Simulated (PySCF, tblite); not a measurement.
Isomers of C6H5O (doublet state). Computed values, GFN2-xTB/tblite, gas phase, harmonic and unscaled. Against measured fundamentals such values can be off by several per cent, at times by over 20. One conformer each. Open shells enter through the occupations alone, without spin polarisation, and single modes of such species can be off by tens of per cent.

Electronic energies: B3LYP/pcH-1 single points on the GFN2-xTB geometries (PySCF, gas phase).

```json
{"SMILES": "C#C[C]1C=COC1", "electronic energy, lowest = 0 (kJ/mol)": "32.9"}
{"SMILES": "C#C[C@H]1[CH]OC=C1", "electronic energy, lowest = 0 (kJ/mol)": "140.3"}
{"SMILES": "C#CC1=CO[CH]C1", "electronic energy, lowest = 0 (kJ/mol)": "106.1"}
{"SMILES": "O=CC#C[C@@H]1[CH]C1", "electronic energy, lowest = 0 (kJ/mol)": "193.8"}
{"SMILES": "O=CC#C[C]1CC1", "electronic energy, lowest = 0 (kJ/mol)": "128.1"}
{"SMILES": "C=[C]c1ccco1", "electronic energy, lowest = 0 (kJ/mol)": "0.0"}
```

Q: How do GFN2-xTB zero-point energies change the relative energies?

A: 
```csv
SMILES,ZPE (kJ/mol),of it from modes above 1550 cm⁻¹,electronic (kJ/mol),"with ZPE, lowest = 0 (kJ/mol)",lowest mode (cm⁻¹),rings
C=[C]c1ccco1,225.8,104.7,0.0,0.0,117,1
C#C[C]1C=COC1,225.5,105.5,32.9,32.7,130,1
C#CC1=CO[CH]C1,221.7,105.5,106.1,102.0,104,1
O=CC#C[C]1CC1,221.3,122.0,128.1,123.6,66,1
C#C[C@H]1[CH]OC=C1,223.6,116.9,140.3,138.1,99,1
O=CC#C[C@@H]1[CH]C1,220.0,113.5,193.8,188.0,70,1
```

The zero-point energies span 5.8 kJ/mol, from `O=CC#C[C@@H]1[CH]C1` to `C=[C]c1ccco1`. The order is unchanged.

Q: And how do the electronic energies of GFN2-xTB itself compare?

A: `C=[C]c1ccco1` 0.0; `C#C[C]1C=COC1` 33.7; `C#CC1=CO[CH]C1` 92.5; `O=CC#C[C]1CC1` 159.0; `C#C[C@H]1[CH]OC=C1` 121.9; `O=CC#C[C@@H]1[CH]C1` 249.4 kJ/mol, lowest = 0. Against the energies above, taken from the same isomer `C=[C]c1ccco1`, the largest difference is 55.6 kJ/mol.

Q: What do entropy and thermal enthalpy add at 298.15 K and 1 bar (rigid rotor, harmonic oscillator, one conformer each)?

A: 
```csv
SMILES,point group,symmetry number,S (J/(mol K)),H − H(0) (kJ/mol),ZPE + H − H(0) − TS (kJ/mol)
C=[C]c1ccco1,Cs,1,335.6,19.20,145.0
C#C[C]1C=COC1,Cs,1,337.5,19.63,144.5
C#CC1=CO[CH]C1,Cs,1,348.0,20.95,138.9
O=CC#C[C]1CC1,Cs,1,370.5,22.82,133.7
C#C[C@H]1[CH]OC=C1,C1,1,340.5,19.96,142.0
O=CC#C[C@@H]1[CH]C1,C1,1,365.8,22.28,133.2
```

S holds R ln(2S + 1) for the spin.
